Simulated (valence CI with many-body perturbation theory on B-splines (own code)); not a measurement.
## Rb XXXI: key properties

Computed by relativistic CI+MBPT: five valence electrons over a frozen Dirac-Fock core [He], a basis of 9 s, 9 p, 8 d, 6 f, 3 g, 1 h functions for each j, with the one-electron correlation potential Σ1 (screened to all orders), the two-electron term Σ2, the three-electron term Σ3, Breit, model QED; selected single and double excitations, second order for the rest, scaled by the run's own slope (own B-spline code, finite nucleus).

No measured spectrum was set against this ion. As an estimate, large intervals hold to a few tenths of a per cent, small ones and those within an open d or f shell to about a per cent. Among the levels kept, up to 5300 cm⁻¹ of a level comes from second order outside the variational space, and about a tenth of that is noise between levels of different J, which matters for small intervals.

Levels are named by their leading jj configuration (3d3/2^4 stands for four electrons in 3d with j = 3/2), which in mixed levels can hold well under half, so a name can repeat and another be missing.

Rates and lifetimes use the calculated energies. Strong lines usually hold to 10 to 20 %, long lifetimes can be off by a factor of two.

(1) What is the ground level?

(2) What are the static dipole polarisabilities of the lowest levels?

(3) Where does the other parity begin?

(4) Among levels below 17806 × 10³ cm⁻¹, which E1 lines absorb most strongly from the ground level?

(5) How well does LS coupling describe the low levels?

(6) Name the longest-lived excited levels whose lifetime is computed, and their main decay.

(7) What is the ionisation energy?

Results:

(1) (2s^2 2p1/2^2 2p3/2) J=3/2, composition 45 % 2s2.2p3 4S° + 36 % 2s2.2p3 2P° + 19 % 2s2.2p3 2D°, g = 1.524.

(2) (2s^2 2p1/2^2 2p3/2) J=3/2 0.00226 (tensor 0.00028); (2s^2 2p1/2 2p3/2^2) J=3/2 0.00255 (tensor 0.00023); (2s^2 2p1/2 2p3/2^2) J=5/2 0.00239 (tensor 0.00017); (2s^2 2p1/2 2p3/2^2) J=1/2 0.00219 bohr³, of which the core gives 4.63e-06.

(3) At (2s 2p1/2^2 2p3/2^2) J=5/2, 1483.0 × 10³ cm⁻¹.

(4) to (2s^2 2p1/2 2p3/2 3d3/2) J=3/2 at 0.5681 nm, f = 0.407; to (2s^2 2p1/2^2 3d5/2) J=5/2 at 0.5856 nm, f = 0.362; to (2s^2 2p1/2 2p3/2 3d3/2) J=5/2 at 0.5686 nm, f = 0.355.

(5) Among the lowest 20 levels the leading LS term, summed over configurations, holds 69 % on average. For single configurations the figures are 68 % in LS and 91 % in jj coupling. Terms mix most in the J = 3/2 level at 16650 × 10³ cm⁻¹, where the leading one holds 31 %.

(6) (2s^2 2p1/2 2p3/2^2) J=5/2 at 543.95 × 10³ cm⁻¹ lives 3.02 μs, mostly by M1 to (2s^2 2p1/2^2 2p3/2) J=3/2; (2s^2 2p1/2 2p3/2^2) J=3/2 at 436.71 × 10³ cm⁻¹ lives 560 ns, mostly by M1 to (2s^2 2p1/2^2 2p3/2) J=3/2; (2s^2 2p1/2 2p3/2^2) J=1/2 at 683.88 × 10³ cm⁻¹ lives 476 ns, mostly by M1 to (2s^2 2p1/2^2 2p3/2) J=3/2.

(7) 3598.4 eV; NIST lists 3600 ± 30 eV (semi-empirical).
